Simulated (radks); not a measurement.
Q: La14+, configuration [Kr] 4d7. Calculated with a radial shooting solver on a logarithmic mesh with Libxc functionals: scalar-relativistic Kohn-Sham, PBEsol, spin-polarised, spherical densities, finite nucleus; open shells are filled with parallel spins first (spin-orbit coupling, left out, can overturn this in heavy ions); Fermi nuclear charge, rms radius 4.855 fm. Some entries of the table are withheld. Estimate them.

orbital  occ.  eigenvalue (hartree)  <1/r> (bohr^-1)
1s up       1             -1433.665            61.99
1s down     1             -1433.664            61.99
2s up       1             -236.8876            14.27
2s down     1             -236.8304            14.28
2p up       3             -213.4358            13.55
2p down     3             -213.3907            13.55
3s up       1             -58.45589            5.180
3s down     1             -58.42452            5.181
3p up       3             -50.96695            4.912
3p down     3             -50.93219            4.913
3d up       5             -40.23504            4.662
3d down     5             -40.18473            4.662
4s up       1                   (1)            2.217
4s down     1                   (2)            2.217
4p up       3             -16.67879            2.068
4p down     3             -16.51984            2.067
4d up       5             -13.00596            1.858
4d down     2             -12.85038            1.856

A: 
(1) 4s up eigenvalue (hartree): -19.19827
(2) 4s down eigenvalue (hartree): -19.03819
